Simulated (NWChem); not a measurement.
System: hexafluoroethane (C$_{2}$F$_{6}$); SMILES FC(F)(F)C(F)(F)F

Computed with NWChem. Pople sets run with spherical d functions. B3LYP is NWChem's, with the RPA form of VWN correlation. Each level has its own optimisation; frequencies are unscaled. One conformer.

```tsv
level	r C–F (Å)	r C–C (Å)	highest harmonic frequency (cm⁻¹)	lowest (cm⁻¹)	zero-point energy (kcal/mol)
Hartree-Fock/STO-3G	1.370	1.624	1552	5	19.9
Hartree-Fock/3-21G	1.338	1.503	1538	63	20.2
Hartree-Fock/6-31G*	1.311	1.523	1636	71	20.7
B3LYP/6-31G*	1.338	1.543	1431	51	18.5
LDA (Slater exchange, VWN5)/def2-SVP	1.323	1.533	1440	46	18.7
PBE/def2-SVP	1.342	1.556	1378	52	18.0
BLYP/def2-SVP	1.349	1.563	1349	55	17.6
PBE0/def2-SVP	1.324	1.542	1479	56	19.1
```
